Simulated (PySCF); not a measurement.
## Shapes and spin states of [Ge3]+

All numbers come from PBE0 in PySCF with Ge def2-TZVP; no relativity; density-fitted integrals.

Relaxations began from a few typed shapes and spin states; open shells are unrestricted. The search is not exhaustive: other isomers or separated fragments can lie lower, and high-lying points may rest on an excited occupation.

**Question.** Order these stationary points by electronic energy, lowest first, in kJ/mol from the lowest minimum.
A. doublet (⟨S²⟩ 1.32) C2v: Ge–Ge 2.402 Å (×2), Ge–Ge 2.645 Å; Ge–Ge–Ge 56.6° (×2), Ge–Ge–Ge 66.8°
B. quartet D∞h: Ge–Ge 2.461 Å (×2); Ge–Ge–Ge 180.0°

**Answer.** A (0.0), B (77.8).

**Question.** Which of them are minima?

**Answer.** By energy in kJ/mol, 0.0: minimum; 77.8: minimum.

For the lowest minimum: the determinant is spin-contaminated (⟨S²⟩ = 1.32, pure value 0.75).

The electron or spin density has lower symmetry than the nuclear frame for the quartet D∞h at 77.8 kJ/mol.
